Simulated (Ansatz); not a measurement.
Frontier orbitals of `FC/C(F)=C\C(F)(F)F`.

The species carries charge 0 and has multiplicity 1. The geometry is a stationary point of PBE0-D4/def2-TZVP. It is one conformer, not always the lowest. Basis def2-TZVPP, Ansatz.

```
functional  HOMO (eV)  LUMO (eV)  gap (eV)
       PBE      -7.31      -2.24      5.07
    B97M-V      -7.64      -1.98      5.66
      PBE0      -8.65      -1.27      7.38
   r2SCAN0      -8.84      -1.18      7.66
   ωB97M-V     -10.92       0.92     11.84
        HF     -11.56       2.70     14.26
```

(1) What is the vertical ionisation energy at frozen-core CCSD(T)/CBS(def2)? (Estimate.)

Results:

(1) The calculation gave: 11.34 eV (T1 of the cation 0.018).

Against PBE, PBE0 changes HOMO and LUMO by −1.34 and +0.97 eV, ωB97M-V by −3.61 and +3.15 eV. A gap of 5.07 eV thus becomes 11.83 eV for the same molecule, so an orbital gap means little without its functional. A positive LUMO is unbound and depends on the basis. −ε(HOMO) differs from that ionisation energy by −4.03 eV with PBE and −0.42 eV with ωB97M-V.
